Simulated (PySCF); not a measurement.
CH₃Zn, SMILES [CH3][Zn+], charge +1. Geometry optimised at B3LYP-D3(BJ)/def2-TZVP. The spin state was assumed, not searched. The isomer is the one that the SMILES or the coordinates give; other isomers of the formula were not compared.

Problem. Give the equilibrium geometry at B3LYP-D3(BJ)/def2-TZVP (PySCF confirms it by a frequency run) as a Z-matrix, and its point group. (Estimate from the structure and the level; the computed values follow.)

Solution. point group C3v.
```
C
H 1 1.0864
H 1 1.0864 2 114.62
H 1 1.0864 2 114.62 3 135.57
Zn 1 2.0124 2 103.64 3 -112.21
```
Charge +1, spin multiplicity 1.
